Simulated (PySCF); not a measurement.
hydrogen telluride (H2Te), SMILES [TeH2].

Geometry optimised at PBE-D3(BJ)/def2-TZVPD. The def2 effective core potentials stand for the cores of Te; spin–orbit coupling is left out.

Two levels are set side by side: TDA-PBE/def2-TZVPD (PySCF) and TDA-ωB97X/def2-TZVPD (PySCF). Vertical, same geometry. The lowest singlet is HOMO→LUMO 100 % with PBE and HOMO→LUMO 89 % with the other functional; states are paired by order. Differences are taken from unrounded values.

```csv
quantity,TDA-ωB97X
lowest singlet excitation (eV),4.15
lowest triplet excitation (TDA) (eV),3.70
first bright state (f over 0.05) (eV),7.14
its oscillator strength,0.35
```

What does TDA-PBE give, and how far is it from TDA-ωB97X? (An estimate is asked for; the answer gives what the named calculation found.)


| quantity | TDA-PBE | TDA-PBE minus TDA-ωB97X |
|---|---|---|
| lowest singlet excitation (eV) | 4.06 | -0.08 |
| lowest triplet excitation (TDA) (eV) | 3.56 | -0.14 |
| first bright state (f over 0.05) (eV) | 6.69 | -0.44 |
| its oscillator strength | 0.13 | -0.21 |

Rough cost on one machine, each run with all the roots and properties that it gave: TDA-ωB97X against TDA-PBE about 3 times.
